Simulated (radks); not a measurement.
Species: Gd V. Configuration: [Kr] 4d10 4f6 5s2 5p4 6s2 (not the ground configuration).

Method: scalar-relativistic Kohn-Sham, PBEsol, spin-polarised, spherical densities, finite nucleus; open shells are filled with parallel spins first (spin-orbit coupling, left out, can overturn this in heavy ions); Fermi nuclear charge, rms radius 5.1569 fm; computed with a radial shooting solver on a logarithmic mesh with Libxc functionals.

Energy parts (hartree):
| part | energy |
|---|---|
| total | -11261.0393 |
| kinetic | 12090.0223 |
| electron-nucleus | -27346.6251 |
| Hartree | 4238.4703 |
| exchange-correlation | -242.9068 |

Orbitals (lengths in bohr, moments of r in powers of bohr):
orbital  occ.  eigenvalue (hartree)   <1/r>      <r^2>
1s up       1             -1842.375   71.62  0.0006553
1s down     1             -1842.368   71.62  0.0006553
2s up       1             -306.0488   16.61    0.01028
2s down     1             -306.0428   16.61    0.01028
2p up       3             -272.6576   15.52   0.008285
2p down     3             -272.6504   15.52   0.008285
3s up       1             -69.59566   6.093    0.06836
3s down     1             -69.49691   6.099    0.06824
3p up       3             -59.24842   5.729    0.06853
3p down     3             -59.14956   5.735    0.06839
3d up       5             -45.56091   5.437    0.05758
3d down     5             -45.48360   5.443    0.05741
4s up       1             -15.82025   2.576     0.3439
4s down     1             -15.60055   2.575     0.3439
4p up       3             -12.40000   2.370     0.3874
4p down     3             -12.18196   2.369     0.3873
4d up       5              -7.66437   2.095     0.4624
4d down     5              -7.44638   2.094     0.4626
5s up       1              -3.79823   1.057      1.778
5s down     1              -3.61458   1.043      1.823
5p up       3              -2.87176  0.9284      2.252
5p down     1              -2.71061  0.9086      2.345
4f up       6              -2.49621   1.618     0.7500
4f down     0              -2.27819   1.607     0.7744
6s up       1              -1.35245  0.4836      8.000
6s down     1              -1.32086  0.4716      8.344

The highest occupied level is 6s down at -35.942 eV. The configuration is held as typed, so some empty levels lie below it. Spin moment in Bohr magnetons: 8. The electron density at the nucleus is 6.575e+05 e/bohr^3 (large components only). The spin density at the nucleus is 1.12 e/bohr^3 (1s -1.21, 2s -0.80, 3s -15.39, 4s 3.29, 5s 10.35, 6s 4.88). The density falls to 0.001 e/bohr^3 at r = 4.12 bohr. Summed over all electrons, <r^2> = 42.38 bohr^2, which gives a Langevin (diamagnetic) susceptibility term of -33.6 x 10^-6 cm^3/mol.
